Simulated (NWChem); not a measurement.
Everything below was run with NWChem. System: F6S, charge 0, spin multiplicity 3, displaced from the optimised geometry. The structure started from a generated list of species. Its SCF solution wasn't tested for a lower state.

The NWChem input:

```
start mol
memory heap 200 mb stack 800 mb global 1000 mb
geometry units angstroms nocenter noautoz
  F      0.000000     0.000000     1.766809
  S      0.000000     0.000000     0.000000
  F      0.000000    -1.693840     0.000000
  F      1.766584     0.000000     0.000000
  F      0.000000     1.693840     0.000000
  F     -1.766584     0.000000     0.000000
  F      0.000000     0.000000    -1.766809
  symmetry group D2h
end
basis spherical
  * library def2-svp
end
dft
  xc slater vwn_5
  odft
  mult 3
  semidirect memsize 60000000 filesize 0
  iterations 100
  convergence nodiis damp 40
end
task dft gradient
```

The output up to the point where the run's verdict is printed (cleaned and shortened):

```
             Northwest Computational Chemistry Package (NWChem) 7.3.0
             --------------------------------------------------------

                                NWChem Input Module
                                -------------------

 Scaling coordinates for geometry "geometry" by  1.889725989
 (inverse scale =  0.529177249)

 Turning off AUTOSYM since
 SYMMETRY directive was detected!

                             Geometry "geometry" -> ""
                             -------------------------

 Output coordinates in angstroms (scale by  1.889725989 to convert to a.u.)

  No.       Tag          Charge          X              Y              Z
 ---- ---------------- ---------- -------------- -------------- --------------
    1 F                    9.0000     0.00000000     0.00000000     1.76680900
    2 S                   16.0000     0.00000000     0.00000000     0.00000000
    3 F                    9.0000     0.00000000    -1.69384000     0.00000000
    4 F                    9.0000     1.76658400     0.00000000     0.00000000
    5 F                    9.0000     0.00000000     1.69384000     0.00000000
    6 F                    9.0000    -1.76658400     0.00000000     0.00000000
    7 F                    9.0000     0.00000000     0.00000000    -1.76680900

 Effective nuclear repulsion energy (a.u.)     508.1455409541

            Nuclear Dipole moment (a.u.)
            ----------------------------
        X                 Y               Z
 ---------------- ---------------- ----------------
     0.0000000000     0.0000000000     0.0000000000

      Symmetry information
      --------------------

 Group name             D2h
 Group number             26
 Group order               8
 No. of unique centers     4

      Symmetry unique atoms

     1    2    3    4


 Summary of "ao basis" -> "" (spherical)
 ------------------------------------------------------------------------------
       Tag                 Description            Shells   Functions and Types
 ---------------- ------------------------------  ------  ---------------------
 *                          def2-svp                  on all atoms
[...]
 d= 0,ls=0.5         73   -901.3003174236 -7.01D+01  1.51D-01               8.4
                                                     1.43D-01
 d= 0,ls=0.5         74   -831.1681548597  7.01D+01  1.51D-01               8.5
                                                     1.43D-01
 d= 0,ls=0.5         75   -901.3003174135 -7.01D+01  1.51D-01               8.6
                                                     1.43D-01
 d= 0,ls=0.5         76   -831.1681548698  7.01D+01  1.51D-01               8.7
                                                     1.43D-01
 d= 0,ls=0.5         77   -901.3003174105 -7.01D+01  1.51D-01               8.8
                                                     1.43D-01
 d= 0,ls=0.5         78   -831.1681548729  7.01D+01  1.51D-01               8.9
                                                     1.43D-01
 d= 0,ls=0.5         79   -901.3003174095 -7.01D+01  1.51D-01               9.0
                                                     1.43D-01
 d= 0,ls=0.5         80   -831.1681548739  7.01D+01  1.51D-01               9.1
                                                     1.43D-01
 d= 0,ls=0.5         81   -901.3003174092 -7.01D+01  1.51D-01               9.2
                                                     1.43D-01
 d= 0,ls=0.5         82   -831.1681548741  7.01D+01  1.51D-01               9.3
                                                     1.43D-01
 d= 0,ls=0.5         83   -901.3003174091 -7.01D+01  1.51D-01               9.4
                                                     1.43D-01
 d= 0,ls=0.5         84   -831.1681548742  7.01D+01  1.51D-01               9.5
                                                     1.43D-01
 d= 0,ls=0.5         85   -901.3003174091 -7.01D+01  1.51D-01               9.6
                                                     1.43D-01
 d= 0,ls=0.5         86   -831.1681548743  7.01D+01  1.51D-01               9.7
                                                     1.43D-01
 d= 0,ls=0.5         87   -901.3003174091 -7.01D+01  1.51D-01               9.8
                                                     1.43D-01
 d= 0,ls=0.5         88   -831.1681548743  7.01D+01  1.51D-01               9.9
                                                     1.43D-01
 d= 0,ls=0.5         89   -901.3003174091 -7.01D+01  1.51D-01              10.0
                                                     1.43D-01
 d= 0,ls=0.5         90   -831.1681548743  7.01D+01  1.51D-01              10.1
                                                     1.43D-01
 d= 0,ls=0.5         91   -901.3003174091 -7.01D+01  1.51D-01              10.2
                                                     1.43D-01
 d= 0,ls=0.5         92   -831.1681548743  7.01D+01  1.51D-01              10.3
                                                     1.43D-01
 d= 0,ls=0.5         93   -901.3003174091 -7.01D+01  1.51D-01              10.4
                                                     1.43D-01
 d= 0,ls=0.5         94   -831.1681548743  7.01D+01  1.51D-01              10.5
                                                     1.43D-01
 d= 0,ls=0.5         95   -901.3003174091 -7.01D+01  1.51D-01              10.6
                                                     1.43D-01
 d= 0,ls=0.5         96   -831.1681548743  7.01D+01  1.51D-01              10.7
                                                     1.43D-01
 d= 0,ls=0.5         97   -901.3003174091 -7.01D+01  1.51D-01              10.8
                                                     1.43D-01
 d= 0,ls=0.5         98   -831.1681548743  7.01D+01  1.51D-01              10.9
                                                     1.43D-01
 d= 0,ls=0.5         99   -901.3003174091 -7.01D+01  1.51D-01              11.0
                                                     1.43D-01
 d= 0,ls=0.5        100   -831.1681548743  7.01D+01  1.51D-01              11.1
                                                     1.43D-01
```

The run did not converge; its last values are not results. The next line reads: Calculation failed to converge. NWChem stopped with the message: dft gradient failed.
